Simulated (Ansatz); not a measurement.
Isolated molecules relaxed with PBE0-D4/def2-TZVP in Ansatz; ΔE leaves out vibrations. CCSD(T)/CBS adds triple-zeta CCSD(T) − MP2 to the extrapolated MP2 energy (def2 sets, frozen cores). This one scheme is used for every species. Functionals use def2-TZVPP. B3LYP here is the variant with VWN-RPA as its local correlation; programs differ in this. For Ga outer-core shells are correlated without core-valence functions, which leaves a few kJ/mol of doubt a bond. Scalar relativity is left out up to krypton. Each species was taken in one conformer, which may not be the lowest.

Reaction (ligand exchange at a B–C bond): `CB[CH2][GaH2]` + `OCO` → `CBOCO` + `[CH3][GaH2]`

| level | ΔE (kJ/mol) | difference from CCSD(T)/CBS |
| --- | --- | --- |
| PBE-D4 | -100.4 | 3.7 |
| r2SCAN-D4 | -106.0 | -1.9 |
| PBE0-D4 | -101.1 | 3.0 |
| ωB97X-V | -109.2 | -5.1 |
| PBE | -103.2 | 0.9 |
| r2SCAN | -106.5 | -2.4 |
| PBE0 | -103.7 | 0.4 |
| B3LYP | -113.9 | -9.8 |
| MP2/def2-TZVPP | -104.5 | -0.4 |
| SCS-MP2/def2-TZVPP | -108.1 | -4.0 |
| HF/def2-QZVPP | -121.0 | -16.9 |
| MP2/def2-QZVPP | -103.3 | 0.8 |
| SCS-MP2/def2-QZVPP | -107.2 | -3.1 |
| HF/CBS(def2) | -121.1 | -17.0 |
| MP2/CBS(def2) | -102.0 | 2.1 |
| CCSD/CBS(def2) | -105.5 | -1.4 |
| CCSD(T)/CBS | -104.1 | 0 |

Largest T1 diagnostic among the species: 0.012.

In def2-TZVPP, CCSD(T) changes the Hartree–Fock value by +13.6 kJ/mol (the triples alone add +1.3 kJ/mol) and MP2 by +15.7 kJ/mol. The D4 term adds +4.8 kJ/mol with B3LYP and +2.5 kJ/mol with PBE0; it sums over pairs of atoms, weighted by their polarisabilities, and B3LYP, whose exchange is more repulsive, gets the larger term.
